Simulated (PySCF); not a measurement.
## Computed vibrations of [Pb(H2O)3]2+

[Pb(H2O)3]2+ (singlet). PySCF 2.14.0, RKS PBE0, Pb def2-SVP with ECP60, O def2-SVP, H def2-SVP; non-relativistic Hamiltonian with scalar-relativistic core potentials where named; density fitting; no spin-orbit coupling. Central differences of gradients.

```xyz
10

Pb    0.0000    0.0000    0.0000
O     2.4706    0.0000    0.0000
H     3.0635    0.0000    0.7717
H     3.0635    0.0000   -0.7717
O    -1.2353    2.1396    0.0000
H    -1.5317    2.6530    0.7717
H    -1.5317    2.6530   -0.7717
O    -1.2353   -2.1396    0.0000
H    -1.5317   -2.6530    0.7717
H    -1.5317   -2.6530   -0.7717
```

Run from Python with OMP_NUM_THREADS=2. Where DIIS fails, smearing, a level shift and second-order steps follow.
It took 34 s on 2 threads of Arm Neoverse V1 (shared host).

What are the harmonic wavenumbers and infrared intensities?

Modes are labelled in D3h; negative numbers are unstable modes, those under 60 cm⁻¹ near the noise; a finer grid moves soft modes by up to 10 cm⁻¹.
```csv
cm⁻¹,km/mol,symmetry
-148,–,a1''
-103,–,e''
-103,–,e''
-64,–,a2''
7,7.7,e'
7,7.7,e'
277,29.1,e'
277,29.1,e'
303,0.0,a1'
410,0.0,a2'
440,495.6,e'
440,495.6,e'
495,172.2,a2''
503,0.0,e''
503,0.0,e''
1645,86.0,e'
1645,86.0,e'
1648,0.0,a1'
3751,437.4,e'
3751,437.4,e'
3758,0.0,a1'
3827,0.0,e''
3827,0.0,e''
3828,764.6,a2''
```

Is this a minimum?

No: 4 unstable; the lowest moves the atoms so:
```
Pb   0.00  0.00  0.00
O    0.00  0.00  0.00
H    0.00  0.41  0.00
H    0.00 -0.41  0.00
O    0.00  0.00  0.00
H   -0.35 -0.20  0.00
H    0.35  0.20  0.00
O    0.00  0.00  0.00
H    0.35 -0.20  0.00
H   -0.35  0.20  0.00
```
